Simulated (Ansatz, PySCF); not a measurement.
C₂H₆Mg, SMILES [CH3][Mg][CH3] (connectivity only; charge and spin as stated), charge +1, multiplicity 2. Atoms are numbered in the order given.

```xyz
9

Mg    -0.0026     0.0066    -0.0019
C      1.6646     0.2661    -1.3716
H      2.2779    -0.6118    -1.1850
H      2.1031     1.2084    -1.0526
H      1.1833     0.2908    -2.3461
C     -1.6705    -0.2511     1.3673
H     -2.1036    -1.1981     1.0551
H     -2.2881     0.6221     1.1726
H     -1.1907    -0.2655     2.3427
```
Charge +1, spin multiplicity 2.

Geometry: B3LYP-D3(BJ)/def2-TZVP. The spin state was assumed, not searched. The isomer is the one that the SMILES or the coordinates give; other isomers of the formula were not compared.

Two levels are set side by side: PBE-D3(BJ)/def2-TZVP (Ansatz, an electronic-structure program) and B3LYP-D3(BJ)/def2-TZVP (Ansatz). Each level has its own optimised geometry; the coordinates shown are those of the second. Frequencies come from the Hessian of PySCF at each geometry. Differences are taken from unrounded values.

| quantity | B3LYP-D3(BJ) | PBE-D3(BJ) | PBE-D3(BJ) minus B3LYP-D3(BJ) |
|---|---|---|---|
| mean bond length (Å) | 1.359 | 1.363 | 0.005 |
| bond Mg1–C2 (Å) | 2.173 | 2.165 | -0.008 |
| bond Mg1–C6 (Å) | 2.173 | 2.165 | -0.008 |
| bond C2–H3 (Å) | 1.087 | 1.096 | 0.009 |
| bond C2–H4 (Å) | 1.087 | 1.096 | 0.009 |
| bond C2–H5 (Å) | 1.087 | 1.096 | 0.009 |
| bond C6–H7 (Å) | 1.087 | 1.096 | 0.009 |
| bond C6–H8 (Å) | 1.087 | 1.096 | 0.009 |
| bond C6–H9 (Å) | 1.087 | 1.096 | 0.009 |
| highest harmonic wavenumber (cm⁻¹) | 3192 | 3129 | -63 |
| mean harmonic wavenumber (cm⁻¹) | 1408 | 1374 | -34 |
| zero-point energy (kcal/mol) | 42.26 | 41.25 | -1.01 |

Exact exchange shortens and stiffens bonds; PBE has none. Differences between two approximate levels are no errors against the true value.
